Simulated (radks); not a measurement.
The numbers below are computed, except where a source is named.
Problem. All-electron atom: W2+ in [Xe] 4f10 5d6 6s2 (not the ground configuration). Code: a radial shooting solver on a logarithmic mesh with Libxc functionals. Model: scalar-relativistic Kohn-Sham, PBEsol, spin-unpolarised, spherical densities, point nucleus. Some entries of the table are withheld. Estimate them.

| orbital | occ. | eigenvalue (eV) | r(max) (bohr) |
|---|---|---|---|
| 1s | 2 | -69539.33 | 0.01146 |
| 2s | 2 | -12061.82 | 0.06569 |
| 2p | 6 | -10557.33 | 0.05390 |
| 3s | 2 | -2838.500 | 0.1854 |
| 3p | 6 | -2393.106 | 0.1835 |
| 3d | 10 | -1880.446 | 0.1495 |
| 4s | 2 | (1) | 0.4192 |
| 4p | 6 | -492.2301 | 0.4390 |
| 4d | 10 | -305.3225 | 0.4481 |
| 5s | 2 | -119.4478 | 0.9244 |
| 4f | 10 | (2) | 0.4143 |
| 5p | 6 | -78.9232 | 1.028 |
| 5d | 6 | (3) | 1.269 |
| 6s | 2 | -23.7018 | 2.227 |

Solution. 
(1) 4s eigenvalue (eV): -639.9305
(2) 4f eigenvalue (eV): -97.2192
(3) 5d eigenvalue (eV): -31.1759
